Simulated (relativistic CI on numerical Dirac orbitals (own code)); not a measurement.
Ru²⁺ (4d6) in a crystal field

Calculated by Dirac-Coulomb-Breit CI, separate exchange-only KLI orbitals for each configuration, QED by a radiative potential, valence Slater integrals scaled by 0.7, one configuration in a parametric crystal field (own radial code).

Field parameters in Wybourne normalisation: Td as Oh with Dq negative (B⁴₀ = 21Dq, B⁴₄ = √(5/14) B⁴₀). The field is a parameter set, without covalency.

S and J are read from ⟨S²⟩ = S(S + 1) and ⟨J²⟩ = J(J + 1) of each level; they are not fictitious spins.

Td, 10Dq = -2100 cm⁻¹, the lowest 10 levels:

```
E (cm⁻¹)  Degeneracy  Irrep     S     J
     0.0           1     A1  1.99  3.77
    80.4           3     T1  1.99  3.71
     153           2      E  1.98  3.65
     337           3     T2  1.99  3.47
     614           1     A2  1.99  3.00
    2012           3     T2  1.99  3.44
    2540           3     T1  1.99  3.04
    2661           2      E  1.98  2.55
    3153           3     T2  1.98  2.24
    3308           3     T1  1.98  1.62
```

Td, 10Dq = -3800 cm⁻¹, the lowest 10 levels:

| E (cm⁻¹) | Degeneracy | Irrep | S | J |
| --- | --- | --- | --- | --- |
| 0.0 | 1 | A1 | 1.98 | 3.58 |
| 79.2 | 3 | T1 | 1.98 | 3.50 |
| 147 | 2 | E | 1.98 | 3.42 |
| 301 | 3 | T2 | 1.99 | 3.25 |
| 481 | 1 | A2 | 1.99 | 3.00 |
| 3457 | 3 | T2 | 1.98 | 3.61 |
| 4031 | 3 | T1 | 1.99 | 3.10 |
| 4060 | 2 | E | 1.98 | 2.84 |
| 4680 | 3 | T2 | 1.98 | 2.30 |
| 4764 | 3 | T1 | 1.98 | 1.92 |

Td, 10Dq = -5450 cm⁻¹, the lowest 16 levels:

| E (cm⁻¹) | Degeneracy | Irrep | S | J |
| --- | --- | --- | --- | --- |
| 0.0 | 1 | A1 | 1.98 | 3.46 |
| 75.6 | 3 | T1 | 1.98 | 3.39 |
| 136 | 2 | E | 1.98 | 3.31 |
| 276 | 3 | T2 | 1.99 | 3.17 |
| 429 | 1 | A2 | 1.99 | 3.00 |
| 4983 | 3 | T2 | 1.97 | 3.67 |
| 5561 | 2 | E | 1.97 | 2.98 |
| 5574 | 3 | T1 | 1.98 | 3.14 |
| 6234 | 3 | T2 | 1.97 | 2.34 |
| 6298 | 3 | T1 | 1.98 | 2.06 |
| 6338 | 1 | A1 | 1.97 | 1.73 |
| 8188 | 3 | T2 | 1.01 | 3.91 |
| 8357 | 2 | E | 1.02 | 4.00 |
| 8997 | 3 | T1 | 1.01 | 4.92 |
| 9054 | 1 | A1 | 1.00 | 5.28 |
| 12155 | 3 | T2 | 0.89 | 4.55 |

Td, 10Dq = -7100 cm⁻¹, the lowest 10 levels:

```json
{"E (cm⁻¹)": "0.0", "Degeneracy": "1", "Irrep": "A1", "S": "1.97", "J": "3.38"}
{"E (cm⁻¹)": "74.9", "Degeneracy": "3", "Irrep": "T1", "S": "1.98", "J": "3.32"}
{"E (cm⁻¹)": "130", "Degeneracy": "2", "Irrep": "E", "S": "1.97", "J": "3.24"}
{"E (cm⁻¹)": "268", "Degeneracy": "3", "Irrep": "T2", "S": "1.98", "J": "3.13"}
{"E (cm⁻¹)": "419", "Degeneracy": "1", "Irrep": "A2", "S": "2.00", "J": "3.00"}
{"E (cm⁻¹)": "6537", "Degeneracy": "3", "Irrep": "T2", "S": "1.91", "J": "3.71"}
{"E (cm⁻¹)": "6706", "Degeneracy": "3", "Irrep": "T2", "S": "1.11", "J": "3.83"}
{"E (cm⁻¹)": "6851", "Degeneracy": "2", "Irrep": "E", "S": "1.21", "J": "3.82"}
{"E (cm⁻¹)": "7155", "Degeneracy": "3", "Irrep": "T1", "S": "1.97", "J": "3.17"}
{"E (cm⁻¹)": "7170", "Degeneracy": "2", "Irrep": "E", "S": "1.84", "J": "3.24"}
```

Td, 10Dq = -8800 cm⁻¹, the lowest 16 levels:

```tsv
E (cm⁻¹)	Degeneracy	Irrep	S	J
0.0	1	A1	1.96	3.34
77.5	3	T1	1.97	3.28
126	2	E	1.96	3.21
277	3	T2	1.98	3.11
443	1	A2	2.00	3.00
5227	3	T2	1.02	3.86
5421	2	E	1.05	3.93
6255	3	T1	1.04	4.67
6431	1	A1	1.04	4.99
8155	3	T2	1.92	3.73
8719	2	E	1.92	3.17
8805	3	T1	1.96	3.19
9476	3	T2	1.92	2.50
9519	1	A1	1.95	2.04
9529	3	T1	1.96	2.25
11229	3	T2	0.69	4.47
```

The free-ion ground term has S = 2. Every field shown keeps that spin.

Levels of this model without a field, named by their leading LS term (the scale mimics covalency, so terms lie below those of the real free ion): 5D_4 0, 5D_3 1107, 5D_2 1730, 5D_1 2144, 5D_0 2340, 3H_6 12380, 3H_4 12456, 3H_5 12685 cm⁻¹.
